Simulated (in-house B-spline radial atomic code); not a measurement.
Computed with a B-spline radial atomic code. Model: two electrons, singlet ground state, non-relativistic, full CI in B-splines with partial waves to l = 8 (at full coupling up to 3e-4 hartree above the limit, correlation up to 0.6 % small), density held at that of full coupling by Lieb maximisation.

W(λ) is the mean repulsion in the state of coupling λ less the Hartree energy of the fixed density. Its start is exact exchange, its initial slope is twice the second-order Görling-Levy correlation energy, and its area from 0 to 1 is E_xc. A straight curve means weak, dynamic correlation, and a curve that drops fast and flattens means strong correlation.

Command:
```bash
python run_ac.py task.json out
```
Settings (lengths in bohr, energies in hartree):
```
potential              gauss
strength               5.93
lmax                   8
second                 11.7
```

Cost of the run: 100 s on 1 thread of Intel(R) Xeon(R) Processor @ 2.30GHz, with other jobs on the host.

**W = mean repulsion less Hartree energy, and W of three functionals.**

Given: confinement Gaussian well; well depth 5.93 hartree; well width 11.7 bohr; external potential -V exp(-r^2/w^2).

Computed: LDA exchange minus exact 54.392 millihartree; SCAN exchange minus exact 0.68458 millihartree.

```
coupling  W xc (hartree)  W xc minus exchange (millihartree)  kinetic minus Kohn-Sham (millihartree)  LDA (PW92) W minus its exchange (millihartree)  PBE W minus its exchange (millihartree)  SCAN W minus its exchange (millihartree)
       0        -0.37853                                   0                                       0                                               0                                        0                                         0
    0.02        -0.38054                              -2.005                                    0.02                                           -9.69                                     -3.3                                     -1.87
    0.05        -0.38345                               -4.92                                    0.12                                          -19.02                                    -7.77                                     -4.55
    0.12        -0.38985                             -11.313                                    0.66                                          -34.62                                   -16.79                                    -10.37
    0.25        -0.40036                             -21.832                                    2.59                                          -54.75                                   -30.38                                    -19.92
     0.4               ?                                   ?                                       ?                                               ?                                        ?                                         ?
     0.6               ?                                   ?                                       ?                                               ?                                        ?                                         ?
     0.8        -0.43119                             -52.654                                   17.95                                         -101.75                                   -67.32                                    -49.12
       1        -0.43879                             -60.262                                   24.77                                         -112.51                                   -76.46                                    -56.82
     1.4        -0.45061                             -72.078                                   38.82                                         -129.25                                   -91.05                                    -69.29
       2        -0.46295                             -84.416                                   59.55                                          -147.2                                  -107.07                                    -82.99
       3        -0.47598                             -97.444                                   91.57                                         -167.15                                  -125.25                                    -98.05
     4.5         -0.4875                             -108.96                                  133.99                                            -186                                   -142.7                                   -111.36
       7        -0.49824                              -119.7                                  194.38                                         -204.82                                  -160.33                                   -122.98
```

Problem. What belongs in the row 0.4?

Solution. W xc (hartree): -0.41066; W xc minus exchange (millihartree): -32.131; kinetic minus Kohn-Sham (millihartree): 5.92; LDA (PW92) W minus its exchange (millihartree): -71.59; PBE W minus its exchange (millihartree): -42.94; SCAN W minus its exchange (millihartree): -29.41.

Problem. What belongs in the row 0.6?

Solution. W xc (hartree): -0.42198; W xc minus exchange (millihartree): -43.449; kinetic minus Kohn-Sham (millihartree): 11.53; LDA (PW92) W minus its exchange (millihartree): -88.55; PBE W minus its exchange (millihartree): -56.39; SCAN W minus its exchange (millihartree): -40.11.

Problem. What is the PBE exchange minus exact?

Solution. 16.104 millihartree.

**Energy parts, natural occupations and partial-wave weights.**

Computed: total energy -10.6253 hartree; exchange energy -0.37853 hartree; correlation energy -0.035491 hartree; kinetic part of the DFT correlation energy 0.024771 hartree; kinetic part over minus potential part 0.41105; Hartree energy 0.75706 hartree; Lieb Oxford ratio E_xc over LDA exchange 1.2773.

```json
{"natural": "s", "occupation of the shell (electrons)": "1.9185"}
{"natural": "p", "occupation of the shell (electrons)": "0.07545"}
{"natural": "s", "occupation of the shell (electrons)": "?"}
{"natural": "d", "occupation of the shell (electrons)": "0.0013124"}
{"natural": "p", "occupation of the shell (electrons)": "0.00031343"}
{"natural": "f", "occupation of the shell (electrons)": "0.00014438"}
```

Problem. What belongs in the row s?

Solution. occupation of the shell (electrons): 0.0040652.

| wave | weight |
| --- | --- |
| s | 0.96132 |
| p | 0.03789 |
| d | 0.00068349 |
| f | ? |
| g | 1.7009e-05 |

Problem. What belongs in the row f?

Solution. weight: 7.9343e-05.

Problem. What is the Kohn-Sham kinetic?

Solution. 0.34363 hartree.

Problem. What is the initial slope twice GL2?

Solution. -0.1015 hartree.

Half-way to full coupling W has made 63 % of its drop, against 50 % for a straight line, and second-order (GL2) theory, half the initial slope, overshoots the correlation energy by about 43 %: a marked bend. Over couplings 0 to 1 the errors in E_xc come to about +16 millihartree for LDA, +5.2 millihartree for PBE, +3.3 millihartree for SCAN, so SCAN is nearest. In LDA and PBE the errors of exchange and correlation have opposite signs, so the sum is smaller than the larger of the two.
